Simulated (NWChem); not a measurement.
Species: C2H3ClF2Si; SMILES F/C=C(/F)[SiH2]Cl

```xyz
9

F      1.5636     1.9731    -0.0058
C      0.2584     1.9711    -0.3213
C     -0.5190     0.9254    -0.0296
F     -1.8272     1.0117    -0.4054
Si    -0.0341    -0.6556     0.8496
Cl     0.1681    -2.2116    -0.5146
H     -0.0767     2.8747    -0.8219
H     -1.1238    -1.0214     1.7810
H      1.2567    -0.4747     1.5451
```
Atoms are numbered in this order, from 1.

Program: NWChem. Coordinates come from a B3LYP/6-31G* (spherical d) optimisation. Level: M06-2X/def2-SVP with SMD (1 M gas to 1 M solution), gas-phase geometry. Reactions with the solvent are ignored.

Estimate the computed values for solvent anisole. Quantities: solvation free energy (kcal/mol); cavity-dispersion-structure term (kcal/mol); dipole in solution (D).


```yaml
solvation free energy (kcal/mol): -2.1
cavity-dispersion-structure term (kcal/mol): 0.5
dipole in solution (D): 2.03
```
